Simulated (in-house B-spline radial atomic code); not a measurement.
## How G0W0 and RPA depend on the start: Ar VIII (Ar7+)

Configuration [Ne] 3s1, highest spin. Computed with an all-electron radial atomic-structure program (B-spline basis): all electrons, scalar-relativistic (spin-free one-electron X2C), finite nucleus, each spin shell either full or empty, empty states to l = 9 with an (l + 1/2)⁻⁴ tail; G0W0 by contour deformation at full frequency.

```tsv
start	mean-field 3s up (eV)	G0W0 (eV)	QP weight	RPA correlation (Eh)
Hartree-Fock	-143.00	-144.44	0.986	-0.62432
LDA VWN5	-135.93	?	?	?
PBE	-135.86	-144.88	0.973	-0.68204
PBE0	-137.78	?	?	?
r2SCAN	-136.22	-144.81	0.974	-0.67182
HSE06	-137.44	-144.77	0.977	-0.66677
B3LYP (VWN-RPA)	-137.71	-144.79	0.976	-0.66897
TPSS	-135.84	-144.86	0.973	-0.67838
BHandHLYP	-139.83	-144.64	0.981	-0.65079
CAM-B3LYP	-139.63	-144.70	0.980	-0.66278
LC-wPBE	-141.15	-144.68	0.982	-0.66408
wB97X	-140.23	-144.62	0.982	-0.65968
PBEsol	-135.73	-144.90	0.973	-0.68218
BLYP	-136.04	-144.89	0.973	-0.68255
r2SCAN0	-138.06	-144.71	0.978	-0.65852
LDA exchange-only	-134.85	-144.94	0.973	-0.68283
```

(1) What G0W0 level, weight and RPA correlation energy follow from the PBE0 start?

(2) What G0W0 level, weight and RPA correlation energy follow from the LDA VWN5 start?

(3) How much of the dependence on the start does G0W0 remove?

Answers

(1) G0W0 level -144.75 eV, weight 0.977, RPA correlation -0.66529 hartree.

(2) G0W0 level -144.94 eV, weight 0.972, RPA correlation -0.68306 hartree.

(3) The mean-field levels span 8.14 eV and the G0W0 levels 0.5 eV. Against 143.457 ± 0.0012 eV (NIST, semi-empirical) the G0W0 removal energies are off by +0.99 to +1.49 eV, with spin-orbit coupling, Breit and QED terms left out.
